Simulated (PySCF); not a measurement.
These 3 structures share the formula [C7H11N2]+ (charge +1). Theory: PySCF, PBE0-D3(BJ)/def2-SVP geometry optimisation, gas phase. Energies are electronic, without zero-point or thermal terms, for one conformer each. No frequencies were run at this level. Point groups hold within 0.08 Å.

Problem. Order them by energy at this level, lowest first, and give relative energies in kJ/mol.
A. `[CH3:1][NH:2][c:3]1[cH:4][cH:5][c:6]([NH3+:7])[cH:8][cH:9]1` (charge +1) with C1–N2–C3–C4 0°
B. `[CH3:1][C:2](/[CH:3]=[CH:4]/[C:5]#[N:6])=[N+:7]([CH3:8])[CH3:9]` (charge +1) with C1–C2–C3–C4 -11°
C. `[NH2:1][CH2:2][c:3]1[cH:4][cH:5][c:6]([NH3+:7])[cH:8][cH:9]1` (charge +1) with H–N1–C2–C3 83° and -156°, N1–C2–C3–C4 -161°

Solution. A (0.0), C (27.0), B (188.0).

As drawn, the lowest has an N–H bond, which the highest lacks.

```
               SMILES      E (Eh)  E rel (kJ/mol)  dipole about centre of mass (D)  point group       A, B, C (MHz)
   CNc1ccc([NH3+])cc1  -381.93084             0.0                             8.07            –  4674, 949.1, 796.4
   NCc1ccc([NH3+])cc1  -381.92058            27.0                             9.33           C1  4534, 935.9, 789.7
CC(/C=C/C#N)=[N+](C)C  -381.85923           188.0                             7.96           C1  3671, 770.4, 645.8
```
